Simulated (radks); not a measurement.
Results of a calculation; reference values are marked as such.
The niobium ion Nb8+ is in [Ar] 3d10 4s2 4p3. Code: a radial shooting solver on a logarithmic mesh with Libxc functionals. Model: scalar-relativistic Kohn-Sham, PBE, spin-polarised, spherical densities, finite nucleus; Fermi nuclear charge, rms radius of each element as measured or else 0.836 A^(1/3) + 0.57 fm. Open shells are filled with parallel spins first. One electron is removed from 4s, 3p, 3d, 4p in turn, with full relaxation. Which removal costs least, and what does each cost?

Answer. 4p 160.64 eV; 4s 182.38 eV; 3d 348.61 eV; 3p 498.25 eV. The 4p electron leaves first.
